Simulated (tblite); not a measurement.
Task: Give a GFN2-xTB geometry of `CO[SiH2][SiH2][SiH2]O[SiH3]`.

Result: 
```xyz
19
CH12O2Si4 angstrom
C     -3.0909    0.9263    0.1372
O     -2.9220   -0.4253    0.4112
Si    -2.1620   -1.5438   -0.5030
Si     0.0258   -0.8972   -0.8806
Si     0.9607    0.3318    0.8448
O      2.5208    0.6462    0.5105
Si     3.9825    0.6134   -0.1728
H     -3.7597    1.0668   -0.7167
H     -2.1332    1.4084   -0.0858
H     -3.5323    1.4002    1.0152
H     -2.9261   -1.7590   -1.7440
H     -2.3937   -2.6808    0.3804
H      0.8182   -2.1043   -1.1911
H      0.1224   -0.1339   -2.1481
H      0.3941    1.6741    1.0441
H      0.9939   -0.3428    2.1480
H      4.6936   -0.5316    0.3929
H      4.6018    1.8875    0.1823
H      3.7965    0.4732   -1.6170
```

Orientation and origin are arbitrary. Atoms count from 1 in this order. Si5 (oxygen-bound silicon) is distorted tetrahedral (angles from 102.8° to 115.5°). Si7 (oxygen-bound silicon) is distorted tetrahedral (angles from 105.3° to 112.5°). Si3 (oxygen-bound silicon) has angles from 97.0° to 117.9°. Of the pairs four or more bonds apart, Si4···H9 is among the closest relative to their van der Waals radii: 3.26 Å, 99 % of the sum of Bondi's values.

Bonds between heavy atoms (Å): C1–O2 1.389, O2–Si3 1.632, Si3–Si4 2.312, Si4–Si5 2.315, Si5–O6 1.626, O6–Si7 1.614.

The geometry is computed with GFN2-xTB (gas phase).

Point group: C1 (no symmetry element, even within 0.4 Å). Its lowest GFN2-xTB frequency is 8 cm⁻¹, too small to tell a flat minimum from a shallow saddle. The numbers are those of one conformer (C1–O2–Si3–Si4 58°, O2–Si3–Si4–Si5 31°, Si3–Si4–Si5–O6 176°, Si4–Si5–O6–Si7 -13°). 3 starts were optimised and ended at 0.00, 0.03 and 0.85 kcal/mol (GFN2-xTB); the lowest of these is shown.
